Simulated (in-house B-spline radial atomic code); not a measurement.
**Xe2+: [Kr] 4d10 5s2 5p4 (with a hole in an inner shell)**

Level of theory: Dirac-Kohn-Sham PBE, spherical fractional occupations, Fermi nucleus of rms radius 4.7859 fm; calculated with a B-spline radial code for spherical atoms.

Screening seen three ways: the hydrogenic charge with the same mean radius, Z_r = [3n² - l(l+1)]/(2<r>), the one with the same energy, Z_e = n√(-2ε), and Slater's rules. Values are occupation-weighted means over j. An effective charge above Z reflects the relativistic contraction of the inner shells.

| shell | electrons | ε (eV) | <r> (bohr) | Z_r | Z_e | Slater |
| --- | --- | --- | --- | --- | --- | --- |
| 1s | 2 | -34366 | 0.02666 | 56.27 | 50.26 | 53.70 |
| 2s | 2 | -5364.8 | 0.1142 | 52.55 | 39.71 | 49.85 |
| 2p | 6 | -4825.3 | 0.1001 | 49.97 | 37.66 | 49.85 |
| 3s | 2 | -1114.4 | 0.3061 | 44.11 | 27.15 | 42.75 |
| 3p | 6 | -939.02 | 0.3039 | 41.13 | 24.92 | 42.75 |
| 3d | 10 | -674.29 | 0.2809 | 37.38 | 21.12 | 32.85 |
| 4s | 2 | -218.59 | 0.7166 | 33.49 | 16.03 | 26.25 |
| 4p | 6 | -162.83 | 0.764 | 30.10 | 13.84 | 26.25 |
| 4d | 10 | -80.57 | 0.8748 | 24.01 | 9.73 | 14.85 |
| 5s | 2 | -39.27 | 1.786 | 20.99 | 8.49 | 8.95 |
| 5p | 4 | -26.661 | 2.09 | 17.47 | 7.00 | 8.95 |

The least bound orbital is 5p3/2 at -26.15 eV, and it is also the most diffuse (<r> = 2.116 bohr).

Spin-orbit splittings of the orbital energies (j = l + 1/2 above j = l - 1/2 when positive): 2p 324.6 eV, 3p 61.66 eV, 3d 13.03 eV, 4p 12.3 eV, 4d 1.992 eV, 5p 1.539 eV.

For the 1s electron the small component carries 3.96 % of the norm, the zero-frequency Breit interaction raises the level by 86.91 eV, self-energy by 50.01 eV, and vacuum polarisation lowers it by 7.007 eV.
